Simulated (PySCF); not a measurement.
# Te⁺: ionisation energy

Te⁺ [Kr] 4d10 5s2 5p3 (4S) → Te²⁺ [Kr] 4d10 5s2 5p2 (3P), as a difference of total energies. All numbers are calculated (PySCF 2.14, scalar relativity by spin-free X2C-1e, in ANO-RCC-VTZP). Correlated levels: valence and next inner shell: [Ar] 3d10 frozen. The calculations carry no spin-orbit coupling.

```csv
method,ionisation energy (eV)
UHF,18.435
MP2 (valence and next inner shell),19.065
SCS-MP2 (valence and next inner shell),18.889
CCSD (valence and next inner shell),18.947
CCSD(T) (valence and next inner shell),18.979
```

Problem. How much does correlation contribute at CCSD(T) (valence and next inner shell)?

Solution. 18.979 − (18.435) = 0.544 eV, measured against UHF.

A first-order spin-orbit estimate (lowest level to lowest level, LS coupling) adds -0.613 eV.

Errors of the correlated levels include the incompleteness of this basis and the frozen core.

For comparison: 18.6 ± 0.4 eV (measured; NIST Atomic Spectra Database, ionization energies).
